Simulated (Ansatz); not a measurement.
`CC(C)O[SiH]`, relaxed with RKS PBE-D4/def2-SVP in Ansatz 0.2.0 from a rough embedded geometry. The force threshold is 0.03 eV/Å; the program also tests the step.

Total charge 0; spin multiplicity 1.

Start:

```xyz
13

C    -0.301   -0.863    1.211
C    -0.193    0.212    0.176
C     1.222    0.711    0.194
O    -0.434   -0.341   -1.163
Si   -1.419    0.474   -2.192
H    -1.396   -1.281    1.185
H     0.310   -1.740    0.965
H    -0.111   -0.540    2.180
H    -0.896    1.067    0.407
H     1.942   -0.043   -0.105
H     1.508    1.142    1.158
H     1.374    1.543   -0.588
H    -1.606   -0.341   -3.429
```

Question: By how much does the energy fall, and how many steps does the optimiser take? (Best estimate.)

Answer: Computed: 0.58 eV, in 6 steps.

Question: Which bonds change most? (An estimate is asked.)

Answer: Computed: C1–H8 from 1.039 to 1.109 Å; C1–H6 from 1.172 to 1.108 Å; Si5–H13 from 1.494 to 1.554 Å; O4–Si5 from 1.641 to 1.692 Å.

Question: Give the relaxed structure. (Estimate.)

Answer: Ansatz gave: 
```xyz
13

C    -0.380   -0.899    1.149
C    -0.151    0.243    0.164
C     1.284    0.758    0.166
O    -0.458   -0.235   -1.160
Si   -1.669    0.462   -2.114
H    -1.433   -1.240    1.116
H     0.271   -1.761    0.896
H    -0.150   -0.576    2.184
H    -0.843    1.086    0.415
H     1.983   -0.051   -0.129
H     1.571    1.121    1.174
H     1.401    1.594   -0.551
H    -1.427   -0.501   -3.309
```
